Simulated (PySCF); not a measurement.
FeO₃, multiplicity 1. Atoms are numbered in the order given.

```xyz
4

Fe     0.0000     0.0000     0.0000
O      1.5674     0.0000     0.0000
O     -0.7837     1.3574     0.0000
O     -0.7837    -1.3574     0.0000
```

The structure is a stationary point at PBE-D3(BJ)/def2-SVP. The multiplicity is an assumed one; other spin states were not compared.

These are PBE-D3(BJ)/def2-SVP in PySCF values and carry that method's errors.

Frequencies are harmonic and unscaled.

Modes within 1.5 cm⁻¹ of each other (mostly degenerate sets) share a row, with their intensities summed.

Computed harmonic wavenumbers and intensities:
```tsv
mode	ν (cm⁻¹)	IR (km/mol)	moving atoms (share of kinetic energy)
1	107	13.8	O 54 %, Fe 46 %
2–3	338	1.0	O 85 %, Fe 15 %
4	926	0.0	O 100 %
5–6	1036	167.2	O 68 %, Fe 32 %
```
